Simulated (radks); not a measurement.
Problem. The hafnium ion Hf4+, [Xe] 4f14. All-electron calculation, non-relativistic Kohn-Sham, exchange-only PBE, spin-polarised, spherical densities, point nucleus. Program: a radial shooting solver on a logarithmic mesh with Libxc functionals. Every spin shell is full or empty, so the densities are truly spherical. Functionals are evaluated on that one density, not self-consistently. Rank these orbital-free kinetic functionals by their error against the exact value of the orbitals, and give that value: Thomas-Fermi, APBEK, revAPBEK, Thakkar, Pearson, LKT, DePristo-Kress, Ernzerhof.

Solution. Exact: 14318.0 hartree. From best to worst, with 100 (|E| - |E exact|)/|E exact| (equal figures are ties): APBEK -0.01, revAPBEK +0.14, DePristo-Kress -0.24, Ernzerhof -0.53, Thakkar -0.80, Pearson -0.92, Thomas-Fermi -4.83, LKT +16.54.
